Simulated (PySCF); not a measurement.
Si(H)(Br)(Me)(OH) (CH5BrOSi), SMILES O[SiH](Br)C.

Coordinates come from a PBE-D3(BJ)/def2-SVP optimisation. The structure was generated by enumeration, and PubChem lists no compound with its InChIKey, so it may never have been made. One conformer was computed; it need not be the lowest.

Calculation: SMD-B3LYP/def2-SVP run with PySCF.

Solvation free energies are E(SMD) − E(gas) at the gas-phase geometry, for 1 M in both phases. Bromine has the revised SMD18 radius of 2.60 Å. In vacuum the dipole moment is 2.17 D.

Q: Estimate the solvation free energies in water, dimethylsulfoxide, methanol. (Estimate from the structure and the level; the computed values follow.)

A: 
| solvent | ΔG(solv) (kcal/mol) | its non-electrostatic (CDS) part | dipole (D) |
|---|---|---|---|
| water | -4.5 | 2.2 | 2.81 |
| dimethylsulfoxide | -5.2 | -1.3 | 2.74 |
| methanol | -7.3 | -0.8 | 2.79 |
